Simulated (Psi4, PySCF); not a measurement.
H$_{2}$SeZn, singlet, geometry from GFN2-xTB (such geometries of metal compounds can be far from the true shape). Base run: PBE0/6-31G, TDDFT (PySCF).

Here is a job for PySCF.
```python
from pyscf import gto, scf, dft, tdscf

mol = gto.M(
    atom='''
Zn   -0.69605658   -0.59596719   -0.77338730
H    -1.56166239   -0.70161800   -1.98175161
Se    0.62917515    0.55793418    0.69161305
H     1.05140463   -0.38912867    1.66852678
''',
    basis='6-31g',
    verbose=3,
)

mf = dft.RKS(mol)
mf.xc = 'pbe0'
mf.kernel()
td = mf.TDDFT()
td.nstates = 5
td.kernel()
td.analyze()
```

Programs used: Psi4, PySCF; a row that names a program was run with it.

The base run was repeated with changes; each row names its change, and settings that it needs were set with it.

```
change                   first excitation (eV)  oscillator strength of the first  second (eV)
-----------------------  ---------------------  --------------------------------  -----------
base                                      4.26                             0.015         5.29
code = psi4                               4.26                             0.015         5.29
functional = blyp                          [?]                               [?]          [?]
response = Tamm-Dancoff                   4.26                             0.016         5.29
functional = lc_wpbe                      4.97                             0.022         5.93
nstates = 2                               4.26                             0.015         5.29
functional = b3lyp                         [?]                               [?]          [?]
conv_tol = 1e-3                           4.26                             0.015         5.29
nstates = 10                              4.26                             0.015         5.29
basis = def2-SVPD                          [?]                               [?]          [?]
```

### Question
What belongs in the gaps?

### Answer

- functional = blyp, first excitation (eV): 3.66
- functional = blyp, oscillator strength of the first: 0.010
- functional = blyp, second (eV): 4.75
- functional = b3lyp, first excitation (eV): 4.02
- functional = b3lyp, oscillator strength of the first: 0.013
- functional = b3lyp, second (eV): 5.08
- basis = def2-SVPD, first excitation (eV): 4.19
- basis = def2-SVPD, oscillator strength of the first: 0.009
- basis = def2-SVPD, second (eV): 5.24

An iterative solver can miss low states, so a row lists the states that it found.
